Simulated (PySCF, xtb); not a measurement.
CH5ClFNSi2, SMILES F[Si@@H]1CN[Si@H]1Cl.

Harmonic wavenumbers (cm⁻¹) from GFN2-xTB (xtb) at its own minimum, in rising order: 89, 103, 121, 185, 210, 385, 425, 477, 507, 529, 596, 643, 674, 709, 753, 809, 867, 1062, 1130, 1164, 1318, 1490, 2162, 2302, 2906, 2952, 3477.

### Question
What does B3LYP-D3(BJ)/def2-SVP run with PySCF give at its own minimum? (An estimate is asked for; the answer gives what the named calculation found.)

### Answer
73, 94, 155, 227, 263, 427, 445, 477, 531, 621, 679, 725, 781, 827, 834, 858, 911, 1042, 1159, 1174, 1333, 1473, 2234, 2240, 2997, 3045, 3580. Paired by order, the mean absolute difference is 52 cm⁻¹ and the zero-point energies are 40.1 and 41.8 kcal/mol.
